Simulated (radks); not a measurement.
Results of a calculation; reference values are marked as such.
Spherical quantum dot in the effective-mass picture: electrons in a parabolic well V = omega^2 r^2 / 2 with omega = 0.594, with a point charge +1 (a donor) at the centre, all in effective atomic units (hartree* = m*/eps^2 hartree, bohr* = eps/m* bohr), one dielectric constant everywhere. Level of theory: non-relativistic Kohn-Sham, LDA (Slater exchange, Perdew-Wang correlation), spin-polarised, spherical densities (a radial shooting solver with Libxc functionals). Levels are named by radial order and angular momentum (1s, 1p, 1d, 2s, ...), and open shells are averaged over m.

N = 37, configuration 1s2 1p6 1d10 2s2 1f14 2p(up 3, down 0). This is the lowest configuration that the search found. Occupied and some empty levels:

level,occupation,eigenvalue (hartree*),<r> (bohr*)
1s up,1,10.865,1.983
1s down,1,10.904,2.070
1p up,3,11.150,3.214
1p down,3,11.167,3.264
2s up,1,11.277,3.081
2s down,1,11.296,3.002
1d up,5,11.370,3.685
1d down,5,11.381,3.696
1f up,7,11.612,4.004
1f down,7,11.621,4.002
2p up,3,11.677,3.333
2p down,0,11.710,3.340
1g up,0,11.879,4.255
1g down,0,11.889,4.250
3s up,0,11.897,3.389
3s down,0,11.915,3.404
2d up,0,12.008,3.682
2d down,0,12.031,3.716

Energy (hartree*): total 255.877, kinetic 18.591, external 79.305, Hartree 170.74, exchange-correlation -12.761.

Electron density:

r (bohr*),n(r) (e/bohr*^3)
0.339,0.3564
0.904,0.1526
1.47,0.09522
2.04,0.07985
2.60,0.08145
3.17,0.08707
3.73,0.08058
4.30,0.05602
4.86,0.02652
5.43,0.008052
5.99,0.001513
6.56,0.0001760
7.12,0.00001268
